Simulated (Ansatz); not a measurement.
Reaction (ligand exchange at the Si–C bond): `C=C(F)[SiH2]O` + `N[SiH](O)O` → `O[SiH2]N[SiH](O)O` + `C=CF`

Isolated molecules relaxed with PBE0-D4/def2-TZVP in Ansatz; ΔE leaves out vibrations. CCSD(T)/CBS adds triple-zeta CCSD(T) − MP2 to the extrapolated MP2 energy (def2 sets, frozen cores). This one scheme is used for every species. DFT in def2-TZVPP. Each species was taken in one conformer, which may not be the lowest.

`C=C(F)[SiH2]O`:

```xyz
10

C     1.136    1.161   -0.425
C     0.711   -0.080   -0.599
F     1.443   -0.935   -1.353
Si   -0.854   -0.839    0.110
O    -1.565    0.214    1.154
H     0.540    1.844    0.165
H     2.059    1.519   -0.868
H    -1.832   -1.093   -0.971
H    -0.474   -2.116    0.771
H    -1.163    0.326    2.016
```

`N[SiH](O)O`:

Z-matrix (Å, degrees):
```
Si
O 1 1.639
O 1 1.639 2 116.1
N 1 1.714 2 107.1 3 -119.6
H 1 1.475 2 104.4 3 114.2
H 2 0.959 1 117.1 3 74.9
H 3 0.959 1 117.0 2 -75.2
H 4 1.008 1 119.6 2 171.6
H 4 1.008 1 119.6 2 -46.2
```

`O[SiH2]N[SiH](O)O`:

Z-matrix (Å, degrees):
```
Si
N 1 1.717
O 1 1.659 2 111.4
H 1 1.486 2 107.1 3 -121.9
H 1 1.477 2 112.4 3 114.8
Si 2 1.717 1 124.2 3 -50.1
H 2 1.009 1 117.2 3 116.7
H 3 0.959 1 116.6 2 -70.2
O 6 1.634 2 107.5 1 5.0
O 6 1.642 2 105.2 1 128.6
H 6 1.479 2 115.4 1 -111.7
H 9 0.963 6 117.1 2 38.3
H 10 0.958 6 116.9 2 164.0
```

`C=CF`:

```xyz
6

C    -0.672   -0.014   -0.201
C     0.607    0.021    0.108
F     1.044   -0.107    1.364
H    -1.434   -0.150    0.556
H    -0.969    0.095   -1.234
H     1.424    0.154   -0.594
```

```csv
level,ΔE (kcal/mol)
PBE0,-18.8
CCSD(T)/def2-TZVPP,-20.5
```

(1) What does CCSD(T)/CBS give? (Estimate.)

Largest T1 diagnostic among the species: 0.012.

Results:

(1) The calculation gave: -20.1 kcal/mol. The listed levels differ from it by 1.3, -0.4 kcal/mol.

From PBE to PBE0 (25 % exact exchange), in def2-TZVPP and without D4, ΔE moves by −1.1 kcal/mol. The D4 term adds −1.3 kcal/mol with B3LYP and −0.8 kcal/mol with PBE0; it sums over pairs of atoms, weighted by their polarisabilities, and B3LYP, whose exchange is more repulsive, gets the larger term.

B3LYP here is the variant with VWN-RPA as its local correlation; programs differ in this.
